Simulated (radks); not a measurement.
The numbers below are computed, except where a source is named.
Problem. The table gives one normalised radial function P(r) = r R(r) of Au64+ in [Ne] 3s2 3p3 (r in bohr). Level of theory: non-relativistic Kohn-Sham, PBE, spin-polarised, spherical densities, point nucleus; open shells are filled with parallel spins first (spin-orbit coupling, left out, can overturn this in heavy ions); relativity is left out, which matters for an element this heavy (a radial shooting solver on a logarithmic mesh with Libxc functionals).

r	P
0.001523	0.0125
0.00189	0.0190
0.002346	0.0288
0.002911	0.0434
0.003613	0.0650
0.004521	0.0981
0.00561	0.1446
0.006963	0.2109
0.008642	0.3036
0.01073	0.4297
0.01331	0.5953
0.01665	0.8111
0.02067	1.0547
0.02565	1.3097
0.03184	1.5289
0.03951	1.6358
0.04904	1.5303
0.06135	1.0920
0.07614	0.3098
0.0945	-0.7399
0.1173	-1.8067
0.1456	-2.5316
0.1821	-2.6190
0.226	-2.0679
0.2805	-1.2339
0.3482	-0.5334
0.4321	-0.1566
0.5363	-0.0287

Which n and l does it have? It may be an empty orbital.

Solution. n = 3, l = 1: the number of nodes gives n - l - 1 = 1, the rise at small r (about r^(l+1)) gives l, and the extent must fit the shell. The curve is that of 3p down; the table hardly tells the two spins apart. 3p down (empty): eigenvalue -6916.2 eV, 1 radial node at r = 0.0815 bohr, <r> = 0.176 bohr, 90 % of the charge inside 0.260 bohr.
